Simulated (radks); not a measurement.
Kr8+, 28 electrons, occupied as [Ar] 3d10. Method: scalar-relativistic Kohn-Sham, PBEsol, spin-polarised, spherical densities, point nucleus; computed with a radial shooting solver on a logarithmic mesh with Libxc functionals.

Unscreened Slater integrals over Kohn-Sham orbitals (eV). They are taken over the spin-up orbitals. Empty in this configuration: 4s.

\begin{tabular}{lr}
integral & value \\ \hline
F0(3d,3d) & 45.940 \\
F2(3d,3d) & 22.251 \\
F4(3d,3d) & 14.052 \\
F0(3d,3p) & 45.599 \\
F2(3d,3p) & 22.007 \\
G1(3d,3p) & 26.382 \\
G3(3d,3p) & 16.483 \\
F0(3d,3s) & 45.904 \\
G2(3d,3s) & 20.132 \\
F0(3d,2p) & 61.638 \\
F2(3d,2p) & 14.224 \\
G1(3d,2p) & 11.534 \\
G3(3d,2p) & 6.5817 \\
F0(3d,4s) & 23.713 \\
G2(3d,4s) & 2.3441 \\
F0(3p,3p) & 45.754 \\
F2(3p,3p) & 22.999 \\
F0(3p,3s) & 46.031 \\
G1(3p,3s) & 30.443 \\
F0(3p,2p) & 61.779 \\
F2(3p,2p) & 13.088 \\
G0(3p,2p) & 5.0673 \\
G2(3p,2p) & 5.3999 \\
F0(3p,4s) & 23.737 \\
G1(3p,4s) & 2.0539 \\
F0(3s,3s) & 46.366 \\
F0(3s,2p) & 61.550 \\
G1(3s,2p) & 5.2652 \\
F0(3s,4s) & 23.779 \\
G0(3s,4s) & 1.5246 \\
F0(2p,2p) & 155.10 \\
F2(2p,2p) & 73.359 \\
F0(2p,4s) & 26.330 \\
G1(2p,4s) & 0.91494 \\
F0(4s,4s) & 18.882 \\
\end{tabular}
